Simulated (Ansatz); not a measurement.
Consider the ligand exchange at a Zr–O bond: `[CH3][Zr]([OH])([Cl])[O][SiH3]` + CH₃OH → `C[O][Zr]([CH3])([OH])[Cl]` + `O[SiH3]`.

Gas-phase electronic energies from Ansatz, PBE0-D4/def2-TZVP geometries. CCSD(T)/CBS adds triple-zeta CCSD(T) − MP2 to the extrapolated MP2 energy (def2 sets, frozen cores). This one scheme is used for every species. DFT in def2-TZVPP. B3LYP here is the variant with VWN-RPA as its local correlation; programs differ in this. def2 core potentials past Kr. For Zr outer-core shells are correlated without core-valence functions, which leaves a few kJ/mol of doubt a bond. One conformer a species, not always the lowest.

Problem. Is it downhill or uphill in electronic energy at CCSD(T)/CBS, and by how much? (Estimate.)

Solution. Ansatz gave: Uphill: ΔE = +15.1 kJ/mol.

Problem. What do these levels give: PBE0-D4, B3LYP-D4, ωB97M-V, B2PLYP, r2SCAN, HF/def2-TZVPP, MP2/def2-TZVPP, SCS-MP2/def2-TZVPP, CCSD/def2-TZVPP, SCS-MP2/def2-QZVPP, HF/CBS(def2), MP2/CBS(def2)? (Estimate.)

Solution. The calculation gave: PBE0-D4 13.5, B3LYP-D4 13.9, ωB97M-V 13.7, B2PLYP 12.2, r2SCAN 11.8, HF/def2-TZVPP 20.3, MP2/def2-TZVPP 12.7, SCS-MP2/def2-TZVPP 14.5, CCSD/def2-TZVPP 16.2, SCS-MP2/def2-QZVPP 15.0, HF/CBS(def2) 21.4, MP2/CBS(def2) 13.0 kJ/mol.

Largest T1 diagnostic among the species: 0.016.

In def2-TZVPP, CCSD(T) changes the Hartree–Fock value by −5.5 kJ/mol (the triples alone add −1.4 kJ/mol) and MP2 by −7.6 kJ/mol. From PBE to PBE0 (25 % exact exchange), in def2-TZVPP and without D4, ΔE moves by +3.1 kJ/mol.
